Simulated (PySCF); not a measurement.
**Levels of Gd³³⁺ from EOM-EA-GCCSD**

Reference: closed-shell Gd³⁴⁺, [Ar] 3d10 4s2; one electron is added. Calculated with PySCF 2.14, two-component X2C-1e with screened spin-orbit coupling, an even-tempered Gaussian basis (19 s from 1.5 bohr⁻², ratio 2.6; 15 p from 1.9 bohr⁻², ratio 2.6; 10 d from 1.9 bohr⁻², ratio 2.6; 6 f from 2 bohr⁻², ratio 2.8); frozen [Ar]; the 94 highest virtual spinors dropped; of the others 68 kept and the rest restored at second order. No Breit or QED terms. Binding energies in eV.

```tsv
level	Koopmans	second order	EOM-CCSD
4p1/2	1368.2	1369.8	1369.6
4p3/2	1322.6	1324.4	1324.3
```

For comparison, the ionisation energy of Gd³³⁺ is 1368 ± 5 eV (theoretical estimate listed by NIST; NIST Atomic Spectra Database, ionization energies).
